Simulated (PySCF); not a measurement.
AlI2, SMILES [I][Al+][I], charge +1.

Geometry: B3LYP-D3(BJ)/def2-SVP. The spin state was assumed, not searched. The isomer is the one that the SMILES or the coordinates give; other isomers of the formula were not compared. The def2 effective core potentials stand for the cores of I; spin–orbit coupling is left out.

Method: TDDFT-PBE0/def2-SVPD run with PySCF.

Vertical excitations; the highest root listed may be one member of a degenerate set. Isolated molecule, no solvent. State labels are in the subgroup D2h.

Computed excitation energies, oscillator strengths and character:
| state | symmetry | energy (eV) | λ (nm) | f | main pairs |
|---|---|---|---|---|---|
| S1 | B2g | 3.90 | 318 | 0.000 | HOMO−1→LUMO (degenerate set) |
| S2 | B3g | 3.90 | 318 | 0.000 | HOMO→LUMO (degenerate set) |
| S3 | B2u | 4.30 | 288 | 0.021 | HOMO−3→LUMO (degenerate set) |
| S4 | B3u | 4.30 | 288 | 0.021 | HOMO−2→LUMO (degenerate set) |
| S5 | Au | 4.96 | 250 | 0.000 | HOMO−1→LUMO+1 50 %, HOMO→LUMO+2 50 % |
| S6 | B1u | 5.02 | 247 | 0.000 | HOMO→LUMO+1, HOMO−1→LUMO+2 (degenerate set) |
| S7 | Au | 5.02 | 247 | 0.000 | HOMO→LUMO+2, HOMO−1→LUMO+1 (degenerate set) |
| S8 | B1g | 5.28 | 235 | 0.000 | HOMO−2→LUMO+1 50 %, HOMO−3→LUMO+2 50 % |
| S9 | Ag | 5.34 | 232 | 0.000 | HOMO−3→LUMO+1, HOMO−2→LUMO+2 (degenerate set) |
| S10 | B1g | 5.34 | 232 | 0.000 | HOMO−3→LUMO+2, HOMO−2→LUMO+1 (degenerate set) |
| T1 | B2g | 3.57 | 347 | 0 | HOMO−1→LUMO (degenerate set) |
| T2 | B3g | 3.57 | 347 | 0 | HOMO→LUMO (degenerate set) |
| T3 | B3u | 3.82 | 325 | 0 | HOMO−2→LUMO (degenerate set) |
| T4 | B2u | 3.82 | 325 | 0 | HOMO−3→LUMO (degenerate set) |
Triplets are in the Tamm–Dancoff approximation, which puts them higher than full response would, so one can lie above its singlet here.
